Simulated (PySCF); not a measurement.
PySCF 2.14 output of an unrestricted LDA calculation on a single atom or ion in dyall-acv3z (19s12p6d4f, 113 functions), with the non-relativistic Hamiltonian (point nucleus):

```
SCF conv_tol = 1e-09
number electrons alpha = 9  beta = 5
    P. A. M. Dirac.,  Math. Proc. Cambridge Philos. Soc. 26, 376 (1930)
    F. Bloch.,  Z. Phys. 57, 545 (1929)
    S. H. Vosko, L. Wilk, and M. Nusair.,  Can. J. Phys. 58, 1200 (1980)
cycle= 1 E= -287.851995374721  delta_E= -0.0164  |g|= 0.0496  |ddm|= 0.676
cycle= 2 E= -287.852158258596  delta_E= -0.000163  |g|= 0.025  |ddm|= 0.0708
cycle= 3 E= -287.852209159762  delta_E= -5.09e-05  |g|= 0.00144  |ddm|= 0.0121
cycle= 4 E= -287.852210563552  delta_E= -1.4e-06  |g|= 0.00025  |ddm|= 0.0131
cycle= 5 E= -287.852210721468  delta_E= -1.58e-07  |g|= 6.26e-05  |ddm|= 0.00223
cycle= 6 E= -287.852210752267  delta_E= -3.08e-08  |g|= 3.65e-06  |ddm|= 0.00182
cycle= 7 E= -287.852210752348  delta_E= -8.08e-11  |g|= 2.41e-07  |ddm|= 8.53e-05
converged SCF energy = -287.852210752348  <S^2> = 6.0000506  2S+1 = 5.0000202
```

The run itself started from symmetry-adapted Hartree-Fock orbitals and held the occupation by maximum overlap, on a logarithmic radial grid, so the iterations belong to that start.

Q: Which element, charge and spin multiplicity is this?

A: Si (silicon, neutral), multiplicity 5; the state was [Ne] 3s1 3p2 4s1, high-spin 5P determinant (an excited configuration).

The outer electron is Rydberg-like, and this basis confines it to a smaller radius and binds it less than a complete one would.
